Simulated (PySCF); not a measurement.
# Partial charges of trifluoromethanesulfonate

Trifluoromethanesulfonate, CF₃O₃S (charge -1).
Structure used (PBE0-D3(BJ)/def2-SVP), in Å, numbered top down from 1:
```xyz
8
CF3O3S angstrom
O      1.4010   -0.0448    1.1197
S      0.8966   -0.0305   -0.2606
O      1.1565    1.2000   -1.0209
O      1.0530   -1.2857   -1.0091
C     -0.9426    0.0561   -0.0016
F     -1.2911    1.1423    0.6998
F     -1.4068   -1.0074    0.6672
F     -1.6111    0.1092   -1.1611
```

Density: PBE0/pcSseg-1 (PySCF); schemes: Mulliken, IAO, Hirshfeld and ESP-fitted. Isolated species at its PBE0-D3(BJ)/def2-SVP geometry, gas phase. The pcSseg-1 basis has no diffuse functions, a weakness for an anion.

Problem. Which atoms carry the highest charge in the Mulliken, IAO, Hirshfeld and ESP-fitted schemes?

Solution. All schemes agree: Mulliken S2 (+1.158); IAO S2 (+2.160); Hirshfeld S2 (+0.403); ESP-fitted S2 (+1.080).

Problem. For which atoms does the sign change between the 4 schemes (beyond +0.03 e in one, beyond −0.03 e in another)?

Solution. For none.

Problem. Which atoms carry the lowest charge in the Mulliken, IAO, Hirshfeld and ESP-fitted schemes?

Solution. All schemes pick atoms of one kind: Mulliken O1 and O3 (-0.627); IAO O3 (-0.944); Hirshfeld O3 (-0.415); ESP-fitted O1 and O3 (-0.619).

Problem. Give the atomic charges in each scheme.

Solution. In e:

```csv
atom,environment,Mulliken,IAO,Hirshfeld,ESP-fitted
O1,oxygen bonded to S,-0.627,-0.943,-0.414,-0.619
S2,sulfonyl sulfur,+1.158,+2.160,+0.403,+1.080
O3,oxygen bonded to S,-0.627,-0.944,-0.415,-0.619
O4,oxygen bonded to S,-0.626,-0.943,-0.414,-0.618
C5,CF3 carbon,+0.573,+0.545,+0.201,+0.206
F6,fluorine of a CF3 group,-0.283,-0.291,-0.120,-0.143
F7,fluorine of a CF3 group,-0.284,-0.292,-0.120,-0.144
F8,fluorine of a CF3 group,-0.284,-0.292,-0.120,-0.143
```

Mean size of the charges over all atoms: IAO 0.801 e, Mulliken 0.558 e, ESP-fitted 0.447 e, Hirshfeld 0.276 e. Each set sums to the total charge, -1, to within 0.001 e. The Mulliken scheme counts on each atom the diagonal of the density matrix times the overlap matrix over that atom's basis functions. The Hirshfeld scheme divides the density at each point in proportion to the densities of the neutral, spherically averaged free atoms.

Problem. How many electrons does the ESP-fitted scheme count on O4?

Solution. Z − q = 8 − (-0.618) = 8.618.

Problem. Sum the charges by element, for elements with more than one atom.

Solution. 
```tsv
element	atoms	Mulliken	IAO	Hirshfeld	ESP-fitted
O	3	-1.881	-2.829	-1.244	-1.855
F	3	-0.851	-0.875	-0.361	-0.431
```
